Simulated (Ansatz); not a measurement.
Z-matrix (Å, degrees):
```
C
Si 1 1.861
H 1 1.093 2 109.8
H 1 1.092 2 110.9 3 -120.2
H 1 1.093 2 111.0 3 119.4
S 2 2.143 1 113.2 3 -177.9
C 2 1.894 1 110.1 3 -56.8
H 2 1.485 1 111.7 3 65.1
H 6 1.344 2 94.6 1 53.7
F 7 1.395 2 110.0 1 53.0
H 7 1.096 2 111.3 1 -66.7
H 7 1.095 2 111.3 1 173.2
```

Charge 0, multiplicity 1.

(1) List the ωB97M-V/def2-TZVPP orbital energies in eV (Ansatz). (Best estimate.)

## Answers

(1) Ansatz gave: Occupied: -2426.76, -1807.41, -677.23, -283.16, -281.22, -220.76, -163.87, -163.79, -163.69, -148.44, -102.60, -102.54, -102.52, -36.04, -23.55, -22.46, -22.03, -17.15, -16.33, -16.27, -15.10, -14.22, -13.94, -13.64, -12.53, -11.69, -11.52, -10.98, -9.67. Lowest empty: 1.99, 2.35, 2.59, 3.07, 3.62, 3.87, 4.25, 4.52.
